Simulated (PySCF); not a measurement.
## [Zr(NH2)(OCH3)3] (charge 0, multiplicity 1)

The numbers are results of TPSSh-D3(BJ)/def2-TZVP // PBE-D3(BJ)/def2-SVP (PySCF), not measurements.

```yaml
HOMO: -6.01 eV
dipole_moment: 0.039 e·Å
HOMO–LUMO gap: 5.83 eV
LUMO: -0.18 eV
charge on the central atom (Mulliken): 1.75 e
total_energy: -12212.77 eV
cost: about 28 core-minutes (a rough figure)
```

```xyz
19

Zr    -0.0150     0.1445     0.3419
N      0.1962    -1.9019     0.2684
H     -0.2789    -2.5360    -0.3843
H      0.8134    -2.4691     0.8611
O      1.2805     1.0072    -0.8351
C      2.2974     1.2819    -1.7423
H      3.1168     1.8707    -1.2672
H      1.9196     1.8768    -2.6067
H      2.7507     0.3479    -2.1517
O      0.3574     0.6854     2.1742
C      0.6140     1.3189     3.3860
H      1.3137     2.1784     3.2602
H      1.0772     0.6142     4.1150
H     -0.3215     1.7105     3.8493
O     -1.8054     0.5480    -0.3050
C     -3.0055     1.0864    -0.7588
H     -3.5770     1.5683     0.0684
H     -3.6573     0.2956    -1.1974
H     -2.8375     1.8573    -1.5470
```
